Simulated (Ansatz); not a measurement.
Input and output for GaH$_{5}$OSi, SMILES `O[SiH2][GaH2]`.

```yaml
crystal:
  periodic: [false, false, false]
  atoms:
    - {symbol: O, position_ang: [-1.559371, -0.051069, -0.896779]}
    - {symbol: Si, position_ang: [-0.200466, 0.945191, -0.218308]}
    - {symbol: Ga, position_ang: [1.080654, -1.097371, 0.780423]}
    - {symbol: H, position_ang: [-1.992846, 0.545165, -1.497135]}
    - {symbol: H, position_ang: [0.553182, 1.698779, -0.903503]}
    - {symbol: H, position_ang: [-0.905679, 1.490142, 0.852406]}
    - {symbol: H, position_ang: [2.209080, -1.689631, 0.000584]}
    - {symbol: H, position_ang: [0.678267, -1.792212, 1.874312]}
basis:
  gaussian: {orbitals: ANO-RCC-VTZP, fitting: {mean_field: cc-pVTZ-jkfit}, nuclear_model: gaussian}
magnetization: {spin_polarized: true, initial_magnetization: 2}
hamiltonian: {xc: {name: r2SCAN}, pseudopotentials: {relativity: scalar}}
accuracy: high
```

```sh
$ ansatz run in.yaml --threads 2 --pin off --events-out ev --progress --plain --max-ram 4352MiB
```

It prints (some lines left out):

```
Functional definition: r2SCAN
  name "r2SCAN"
  cite "Furness, Kaplan, Ning, Perdew & Sun, J. Phys. Chem. Lett. 11, 8208 (2020) doi:10.1021/acs.jpclett.0c02405"
  cite "Furness, Kaplan, Ning, Perdew & Sun, J. Phys. Chem. Lett. 11, 9248 (2020) doi:10.1021/acs.jpclett.0c03077"
  parent r2scan
  parameter k0 = 0.174
  parameter k1 = 0.065
  parameter a1 = 4.9479
  exchange = r2scan_x(k0 = k0, k1 = k1, a1 = a1)
  correlation = r2scan_c
557 factors; integrals over basis functions are off by at most 4.5e-1 eV
mean field evaluation 1: about -62907.1495 eV, gradient 4.7e1 eV
mean field evaluation 2: about -62786.5646 eV, gradient 1.3e2 eV
mean field evaluation 4: about -62911.3517 eV, gradient 2.3e1 eV
mean field evaluation 8: about -62914.6690 eV, gradient 4.9e-1 eV
mean field evaluation 16: about -62914.6715 eV, gradient 5.3e-4 eV
mean field -62914.67151961 eV, -2312.0715332495 hartree, gradient 4.7e-8 eV, S^2 2.006096; 1 other end points of the search recorded, 0 dependent functions left out
reference -62914.67153218 eV, -2312.0715337114 hartree; 30, 28 occupied and 147, 149 virtual orbitals, 557 factors
Total energy: -62914.67153218 eV, -2312.0715337114 hartree
Relativity: scalar
```

Hardware: 2 threads of an Arm Neoverse V1 on a shared host. Wall time 46 s, peak host memory 0.58 GiB.
